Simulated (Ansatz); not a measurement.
Born–Oppenheimer molecular dynamics of ClFH₄W (7 atoms, charge 0, multiplicity 1). It starts from a relaxed structure.

All numbers below come from RHF/def2-SVP (Ansatz 0.2.0).

```json
{
  "ensemble": "NVE (velocity Verlet)",
  "time step": "0.5 fs",
  "steps asked": "166",
  "starting velocities drawn for": "700 K",
  "seed": "400567"
}
```

Frames 0.5 fs apart, positions in Å, forces in eV/Å.

Velocities at 10 fs (Å/ps):

```
W -0.07 0.09 -0.47
F -0.99 0.55 2.82
H -3.03 9.32 -10.63
H 30.08 -40.60 23.28
H -3.40 10.83 -5.53
H 35.10 -3.49 -3.35
Cl -0.78 -0.06 0.84
```

```xyz
7
Properties=species:S:1:pos:R:3:forces:R:3 time_fs=10 energy_less_start_eV=0.194 T=403
W 0.001 -0.001 0.440 -1.18 -3.28 2.03
F -0.014 0.007 2.397 0.22 -0.01 -2.42
H 1.498 0.043 -0.344 -0.62 0.26 0.41
H 0.145 1.458 -0.142 0.78 1.59 -1.02
H -1.613 0.070 -0.154 0.76 0.21 -0.04
H 0.200 -1.527 -0.354 0.44 1.05 0.71
Cl -0.004 -0.001 -2.205 -0.40 0.18 0.33
7
Properties=species:S:1:pos:R:3:forces:R:3 time_fs=10.5 energy_less_start_eV=0.221 T=363
W 0.001 -0.001 0.440 -1.33 -3.83 2.14
F -0.014 0.007 2.398 0.23 0.00 -2.46
H 1.496 0.048 -0.349 -0.64 0.27 0.45
H 0.161 1.439 -0.132 0.90 2.06 -1.22
H -1.614 0.075 -0.157 0.77 0.22 -0.01
H 0.218 -1.527 -0.355 0.48 1.09 0.75
Cl -0.004 -0.001 -2.205 -0.41 0.19 0.35
7
Properties=species:S:1:pos:R:3:forces:R:3 time_fs=11 energy_less_start_eV=0.228 T=352
W 0.001 -0.001 0.440 -1.47 -4.19 2.19
F -0.015 0.007 2.399 0.24 0.00 -2.48
H 1.492 0.054 -0.352 -0.64 0.27 0.47
H 0.179 1.426 -0.124 1.02 2.40 -1.34
H -1.613 0.081 -0.160 0.76 0.24 0.01
H 0.237 -1.525 -0.354 0.52 1.09 0.77
Cl -0.005 -0.001 -2.204 -0.43 0.19 0.38
7
Properties=species:S:1:pos:R:3:forces:R:3 time_fs=11.5 energy_less_start_eV=0.207 T=386
W 0.001 -0.001 0.439 -1.60 -4.32 2.18
F -0.015 0.008 2.400 0.25 0.00 -2.51
H 1.487 0.060 -0.355 -0.61 0.26 0.48
H 0.200 1.418 -0.120 1.11 2.55 -1.36
H -1.610 0.088 -0.163 0.73 0.25 0.02
H 0.257 -1.520 -0.352 0.56 1.06 0.78
Cl -0.005 -0.001 -2.204 -0.45 0.18 0.41
7
Properties=species:S:1:pos:R:3:forces:R:3 time_fs=12 energy_less_start_eV=0.151 T=471
W 0.001 -0.001 0.439 -1.69 -4.17 2.10
F -0.015 0.008 2.400 0.26 0.00 -2.52
H 1.480 0.067 -0.357 -0.56 0.24 0.47
H 0.223 1.416 -0.119 1.17 2.50 -1.28
H -1.605 0.096 -0.166 0.68 0.26 0.02
H 0.279 -1.513 -0.347 0.60 1.00 0.78
Cl -0.006 -0.001 -2.204 -0.46 0.17 0.44
7
Properties=species:S:1:pos:R:3:forces:R:3 time_fs=12.5 energy_less_start_eV=0.066 T=602
W 0.001 -0.001 0.439 -1.74 -3.77 1.94
F -0.016 0.008 2.400 0.27 0.00 -2.54
H 1.472 0.074 -0.357 -0.49 0.21 0.44
H 0.249 1.421 -0.121 1.17 2.24 -1.09
H -1.599 0.103 -0.169 0.61 0.26 0.01
H 0.302 -1.504 -0.340 0.65 0.90 0.77
Cl -0.006 -0.001 -2.203 -0.48 0.15 0.47
7
Properties=species:S:1:pos:R:3:forces:R:3 time_fs=13 energy_less_start_eV=-0.039 T=764
W 0.000 -0.001 0.439 -1.75 -3.16 1.72
F -0.016 0.008 2.400 0.28 -0.01 -2.55
H 1.463 0.082 -0.356 -0.40 0.17 0.39
H 0.278 1.431 -0.126 1.12 1.83 -0.82
H -1.591 0.112 -0.171 0.52 0.27 -0.01
H 0.327 -1.492 -0.332 0.71 0.77 0.75
Cl -0.007 -0.001 -2.202 -0.49 0.13 0.51
7
Properties=species:S:1:pos:R:3:forces:R:3 time_fs=13.5 energy_less_start_eV=-0.151 T=936
W 0.000 -0.002 0.439 -1.70 -2.41 1.48
F -0.016 0.009 2.399 0.28 -0.02 -2.55
H 1.452 0.090 -0.355 -0.28 0.13 0.33
H 0.309 1.445 -0.132 1.02 1.31 -0.51
H -1.582 0.121 -0.174 0.42 0.27 -0.03
H 0.354 -1.478 -0.322 0.76 0.62 0.72
Cl -0.008 -0.001 -2.202 -0.50 0.10 0.55
7
Properties=species:S:1:pos:R:3:forces:R:3 time_fs=14 energy_less_start_eV=-0.257 T=1099
W 0.000 -0.002 0.439 -1.63 -1.59 1.24
F -0.017 0.009 2.398 0.28 -0.03 -2.55
H 1.442 0.099 -0.352 -0.15 0.08 0.26
H 0.343 1.462 -0.140 0.88 0.76 -0.17
H -1.572 0.131 -0.177 0.30 0.27 -0.06
H 0.382 -1.463 -0.310 0.82 0.44 0.68
Cl -0.008 -0.001 -2.201 -0.51 0.07 0.60
7
Properties=species:S:1:pos:R:3:forces:R:3 time_fs=14.5 energy_less_start_eV=-0.348 T=1239
W 0.000 -0.002 0.439 -1.54 -0.77 1.02
F -0.017 0.009 2.397 0.29 -0.04 -2.54
H 1.430 0.108 -0.349 0.00 0.03 0.18
H 0.379 1.481 -0.148 0.71 0.22 0.16
H -1.561 0.142 -0.180 0.17 0.27 -0.09
H 0.412 -1.446 -0.296 0.88 0.25 0.63
Cl -0.009 -0.001 -2.200 -0.51 0.04 0.65
7
Properties=species:S:1:pos:R:3:forces:R:3 time_fs=15 energy_less_start_eV=-0.419 T=1349
W 0.000 -0.003 0.439 -1.43 0.01 0.82
F -0.017 0.009 2.395 0.29 -0.06 -2.53
H 1.419 0.117 -0.346 0.16 -0.01 0.08
H 0.417 1.500 -0.156 0.52 -0.28 0.46
H -1.550 0.153 -0.183 0.04 0.28 -0.12
H 0.445 -1.430 -0.281 0.94 0.06 0.58
Cl -0.010 -0.001 -2.200 -0.52 0.00 0.70
7
Properties=species:S:1:pos:R:3:forces:R:3 time_fs=15.5 energy_less_start_eV=-0.471 T=1430
W -0.001 -0.003 0.439 -1.33 0.70 0.66
F -0.017 0.010 2.393 0.28 -0.07 -2.51
H 1.408 0.126 -0.342 0.33 -0.05 -0.01
H 0.456 1.520 -0.163 0.33 -0.70 0.73
H -1.539 0.165 -0.186 -0.09 0.28 -0.15
H 0.479 -1.413 -0.265 1.00 -0.13 0.52
Cl -0.010 -0.001 -2.199 -0.52 -0.03 0.76
```

Of the whole run (83 fs, mean temperature of the second half 3615 K): The conserved energy stayed within 0.62 meV per atom of its start (net change 0.48 meV per atom), so the integration is sound. The kinetic energy rose, since the run started high on the potential surface and went downhill. It ends in pieces (ClFH2W + H2), so much of that is their flight and rotation, not heat. A run of 0.083 ps of so small a system gives no equilibrium averages. The orbitals stay closed-shell, which can raise the energy where a bond breaks towards radicals; this wasn't checked here.

The run took 4.9 min on 1 thread of Arm Neoverse V1, on a shared host, peak memory 0.15 GiB.
